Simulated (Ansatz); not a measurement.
Species: Cl2, charge -1, doublet. Cl2- (parent SMILES ClCl, doublet).
B3LYP-D3(BJ)/def2-TZVP minimum from Ansatz (a program for electronic structure):
```
Cl
Cl 1 2.7106
```
Charge -1, spin multiplicity 2.

Total energies in aug-cc-pV(T+d)Z, 15 correlated electrons, 10 frozen orbitals. UHF or UKS for unpaired electrons; spin-orbit terms are left out. Correlated methods leave the cores frozen. No relativity.

```json
[
 {"method": "HF", "program": "Ansatz", "energy (Eh)": "-919.08034", "minus CCSDT(Q) (mEh)": "451.66"},
 {"method": "MP2", "program": "Ansatz", "energy (Eh)": "-919.47592", "minus CCSDT(Q) (mEh)": "56.08"},
 {"method": "CCSD", "program": "Ansatz", "energy (Eh)": "-919.50957", "minus CCSDT(Q) (mEh)": "22.43"},
 {"method": "CCSD(T)", "program": "Ansatz", "energy (Eh)": "-919.52961", "minus CCSDT(Q) (mEh)": "2.39"},
 {"method": "CCSDT(Q)", "program": "Ansatz", "energy (Eh)": "-919.53200", "minus CCSDT(Q) (mEh)": "0.00"}
]
```

Rough core times of Ansatz's runs on a shared machine: CCSD(T) 50 s, CCSDT(Q) 40 min.
